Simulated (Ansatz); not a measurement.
This geometry of AlFH4O2 (8 atoms, charge 0, multiplicity 1) is a first-order saddle point.

Method: RKS PBE/def2-SVP (Ansatz).

```xyz
8
Properties=species:S:1:pos:R:3
Al 0.039 0.209 0.070
H -0.279 -0.212 1.761
O 1.642 -0.145 -0.412
H 1.869 -0.736 -1.145
F -1.298 -0.141 -0.881
O -0.041 1.833 0.961
H 0.777 2.356 1.077
H -0.159 0.853 1.747
```

Problem. Which two structures does it join? (They come from a converged band through this point; their orientation in space is the band's.)

Solution. Bonds broken: Al1–H2, O6–H8. Bonds formed: H2–H8. AlFH4O2 becomes AlFH2O2 + H2.

First end point:

```xyz
8
Properties=species:S:1:pos:R:3
Al -0.182 -0.128 0.305
H -0.540 -0.953 1.617
O 1.508 0.081 -0.174
H 1.862 -0.182 -1.038
F -1.309 -0.097 -0.952
O 0.069 1.753 0.939
H 1.003 1.670 0.574
H 0.141 1.872 1.907
```

Last end point:

```xyz
8
Properties=species:S:1:pos:R:3
Al 0.151 0.583 -0.061
H -0.457 -0.475 1.814
O 1.682 -0.097 -0.413
H 1.764 -0.916 -0.926
F -1.250 -0.169 -0.592
O 0.041 2.160 0.601
H 0.833 2.712 0.692
H -0.212 0.218 2.062
```

Problem. How far does it lie above each of them?

Solution. 0.67 eV above the first and 0.63 eV above the second. This is the barrier of this one path; another mechanism may lie lower. The orbitals stay closed-shell, which can raise the energy where a bond breaks towards radicals; this wasn't checked here.

Time of the run: 3.3 min on 1 thread of Arm Neoverse V2, with other jobs on the host, peak memory 0.14 GiB.
